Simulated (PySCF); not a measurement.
C3H9FOSi, SMILES COC[Si@H](C)F.

Coordinates come from a TPSSh-D3(BJ)/def2-SVP optimisation. The structure was generated by enumeration; whether it is a known compound was not checked. Other conformers were not sampled.

Method: PySCF with TPSSh-D3(BJ)/def2-SVP.

Frequencies are harmonic and unscaled.

| mode | ν (cm⁻¹) | IR (km/mol) | moving atoms (share of kinetic energy) |
|---|---|---|---|
| 1 | 68 | 0.8 | C 45 %, F 30 %, H 24 % |
| 2 | 82 | 5.0 | O 45 %, H 41 %, C 11 % |
| 3 | 116 | 0.4 | C 49 %, H 27 %, O 16 % |
| 4 | 148 | 0.1 | H 92 % |
| 5 | 212 | 2.0 | H 42 %, C 23 %, F 15 %, O 12 %, Si 9 % |
| 6 | 230 | 5.8 | H 46 %, F 23 %, C 17 %, O 8 % |
| 7 | 246 | 3.5 | H 51 %, C 20 %, F 20 % |
| 8 | 307 | 12.5 | H 27 %, C 27 %, O 19 %, Si 18 %, F 9 % |
| 9 | 396 | 19.3 | Si 43 %, H 21 %, C 20 %, O 14 % |
| 10 | 645 | 20.4 | H 55 %, C 28 %, Si 10 % |
| 11 | 667 | 3.1 | H 47 %, C 42 % |
| 12 | 716 | 13.5 | H 66 %, C 28 % |
| 13 | 768 | 24.2 | H 69 %, C 20 %, Si 8 % |
| 14 | 807 | 47.9 | H 50 %, C 30 %, Si 17 % |
| 15 | 841 | 14.9 | H 42 %, F 41 %, Si 14 % |
| 16 | 905 | 229.5 | H 70 %, Si 16 %, C 12 % |
| 17 | 949 | 192.6 | H 46 %, Si 33 %, F 12 %, C 9 % |
| 18 | 974 | 22.8 | C 55 %, O 28 %, H 17 % |
| 19 | 1166 | 119.0 | O 46 %, C 38 %, H 15 % |
| 20 | 1172 | 1.7 | H 78 %, C 18 % |
| 21 | 1206 | 30.0 | H 58 %, C 26 %, O 16 % |
| 22 | 1228 | 14.2 | H 88 % |
| 23 | 1284 | 31.6 | H 77 %, C 22 % |
| 24 | 1319 | 1.8 | H 65 %, C 30 % |
| 25 | 1444 | 4.5 | H 96 % |
| 26 | 1452 | 1.6 | H 96 % |
| 27 | 1457 | 24.8 | H 92 % |
| 28 | 1476 | 5.3 | H 96 % |
| 29 | 1479 | 2.1 | H 91 %, C 9 % |
| 30 | 1505 | 6.1 | H 93 % |
| 31 | 2258 | 167.7 | H 97 % |
| 32 | 2930 | 43.1 | H 95 % |
| 33 | 2965 | 73.7 | H 97 % |
| 34 | 2976 | 54.5 | H 91 %, C 9 % |
| 35 | 3025 | 60.3 | H 90 %, C 10 % |
| 36 | 3034 | 2.9 | H 97 % |
| 37 | 3125 | 6.0 | H 91 %, C 9 % |
| 38 | 3132 | 26.5 | H 91 %, C 9 % |
| 39 | 3142 | 2.7 | H 91 %, C 9 % |
